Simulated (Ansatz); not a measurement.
Consider the formal loss of a carbene: `C[O][GeH]([F])[F]` → `[CH2]` (triplet) + `[OH][GeH]([F])[F]`.

Computed with Ansatz on PBE0-D4/def2-TZVP structures; ΔE is electronic, products minus reactants. CCSD(T)/CBS is the MP2 limit (def2-TZVPP, def2-QZVPP) plus CCSD(T) − MP2 in def2-TZVPP, frozen cores. This one scheme is used for every species. DFT in def2-TZVPP. Triplets are unrestricted, without spin–orbit coupling. For Ge outer-core shells are correlated without core-valence functions, which leaves a few kJ/mol of doubt a bond. Scalar relativity is left out up to krypton. One conformer a species, not always the lowest.

```csv
level,ΔE (kJ/mol)
r2SCANh-D4,355.8
PBE-QIDH,373.3
```

Task: What does CCSD(T)/CBS give? (Estimate.)

Result: Computed: +379.1 kJ/mol. The listed levels differ from it by -23.3, -5.8 kJ/mol.

Largest T1 diagnostic among the species: 0.012.

The D4 term adds +9.1 kJ/mol with B3LYP and +4.9 kJ/mol with PBE0; it sums over pairs of atoms, weighted by their polarisabilities, and B3LYP, whose exchange is more repulsive, gets the larger term. Leaving LDA and LC-ωPBE aside and taking each functional with its dispersion term where it has one, the values, not all of them listed here, spread over 41.8 kJ/mol, from r2SCAN0-D4 to ωB97X-V. LDA lies +69.0 kJ/mol from PBE without D4.

B3LYP here is the variant with VWN-RPA as its local correlation; programs differ in this.
